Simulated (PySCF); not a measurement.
# Electron correlation in Ar⁺ (argon, charge +1)

[Ne] 3s1 3p6, 2S determinant (an excited configuration). All numbers are calculated (PySCF 2.14, scalar relativity by spin-free X2C-1e, in x2c-QZVPPall with one added diffuse shell each of s, p, d, f type (10s7p5d3f1g, 86 functions)). Frozen: [Ne]; 7 electrons correlated.

```csv
level,correlation energy (mhartree)
CCSD,-370.53
(T),-39.75
CCSD(T),-410.28
```

Diagnostics: T1 = 0.014, D1 = 0.0301, largest double amplitude 0.183.

A double-excitation amplitude exceeds 0.15, a sign of near-degeneracy.

Cost of the coupled-cluster step: about 22 core-seconds, for 7 correlated electrons.
